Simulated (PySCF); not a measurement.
# Working out the ionisation energy of Sn

Sn [Kr] 4d10 5s2 5p2 (3P) → Sn⁺ [Kr] 4d10 5s2 5p1 (2P). Calculation: PySCF 2.14, in dyall-av2z; the non-relativistic Hamiltonian (point nucleus). Frozen: [Kr] 4d10; the 62 highest virtual orbitals dropped. Energies in hartree (1 hartree = 27.21139 eV):

```tsv
part	Sn (lower)	Sn⁺ (upper)
UHF	-6022.927447	-6022.673344
CCSD correlation	-0.052994	-0.043515
(T)	-0.001011	-0.000533
```

Q: What does Hartree-Fock give?

A: (-6022.673344) − (-6022.927447) = 0.254103 hartree = 6.914 eV.

Q: What do CCSD and CCSD(T) give?

A: The CCSD correlation energies differ by 0.009479 hartree = 0.258 eV and the triples by 0.000478 hartree = 0.013 eV, so CCSD gives 7.172 eV and CCSD(T) 7.185 eV.

Measured between the centres of the two terms (NIST): 7.389 eV, so CCSD(T) (valence) is off by -0.204 eV.

The calculation is non-relativistic.

A double-zeta basis recovers only part of the correlation energy.

What remains against the reference includes basis incompleteness, the frozen core and higher excitations.
